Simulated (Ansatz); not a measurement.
Reaction (redistribution): `F[SiH2][NH][AlH2]` + `[SiH3]BO[SiH3]` → `[AlH2][BH]O[SiH3]` + `F[SiH2]N[SiH3]`

Program: Ansatz. Geometries: PBE0-D4/def2-TZVP. ΔE: electronic, gas phase. CBS: MP2 limit from def2 TZ/QZ plus the TZ coupled-cluster correction, frozen cores. This one scheme is used for every species. DFT in def2-TZVPP. HSE06 is defined as in plane-wave codes. One conformer a species, not always the lowest.

`F[SiH2][NH][AlH2]`:

Cartesian coordinates in Å:
```
F 1.642 -1.781 -0.591
Si 0.611 -0.646 -1.057
N 0.343 0.515 0.164
Al -1.032 0.648 1.301
H 1.217 -0.031 -2.262
H -0.674 -1.321 -1.346
H 1.082 1.200 0.270
H -0.998 1.832 2.349
H -2.191 -0.416 1.171
```

`[SiH3]BO[SiH3]`:

```xyz
11

Si    0.943   -1.894   -0.912
B    -0.321   -0.485   -0.177
O     0.154    0.691    0.281
Si   -0.601    2.021    0.931
H     2.374   -1.485   -0.886
H     0.571   -2.217   -2.320
H     0.800   -3.155   -0.126
H    -1.513   -0.683   -0.141
H    -0.054    2.231    2.292
H    -2.067    1.792    0.988
H    -0.288    3.184    0.070
```

`[AlH2][BH]O[SiH3]`:

Z-matrix (Å, degrees):
```
Si
O 1 1.661
H 1 1.482 2 107.9
H 1 1.485 2 109.9 3 120.7
H 1 1.482 2 107.9 3 -118.7
B 2 1.357 1 131.6 3 -120.9
Al 6 2.151 2 119.9 1 -180.0
H 6 1.215 2 116.7 1 0.0
H 7 1.596 6 121.6 2 -90.3
H 7 1.596 6 121.6 2 91.1
```

`F[SiH2]N[SiH3]`:

```xyz
10

F    -1.440   -0.953    1.886
Si   -1.283    0.231    0.819
N    -0.318   -0.212   -0.516
Si    1.405   -0.100   -0.675
H    -2.653    0.542    0.351
H    -0.630    1.351    1.529
H    -0.801   -0.689   -1.265
H     2.047   -1.440   -0.737
H     1.896    0.632    0.518
H     1.776    0.638   -1.911
```

(1) Is it downhill or uphill in electronic energy at CCSD(T)/CBS, and by how much? (Best estimate.)

(2) What do these levels give: BLYP-D4, B97M-V, r2SCANh-D4, HSE06-D4, BHLYP-D4, B2PLYP, revPBE, BLYP, MP2/def2-SVP, CCSD(T)/def2-SVP, HF/def2-TZVPP, CCSD(T)/def2-TZVPP? (Estimate.)

Largest T1 diagnostic among the species: 0.014.

Results:

(1) Ansatz gave: Uphill: ΔE = +17.5 kcal/mol.

(2) Computed: BLYP-D4 18.2, B97M-V 19.8, r2SCANh-D4 18.7, HSE06-D4 17.5, BHLYP-D4 17.1, B2PLYP 18.1, revPBE 18.0, BLYP 18.4, MP2/def2-SVP 19.7, CCSD(T)/def2-SVP 19.4, HF/def2-TZVPP 15.8, CCSD(T)/def2-TZVPP 17.9 kcal/mol.

In def2-TZVPP, CCSD(T) changes the Hartree–Fock value by +2.1 kcal/mol (the triples alone add +0.4 kcal/mol) and MP2 by +2.4 kcal/mol. At CCSD(T), def2-SVP lies +1.8 kcal/mol from the extrapolated value and def2-TZVPP +0.3 kcal/mol. Leaving LDA and LC-ωPBE aside and taking each functional with its dispersion term where it has one, the values spread over 2.7 kcal/mol, from BHLYP-D4 to B97M-V.
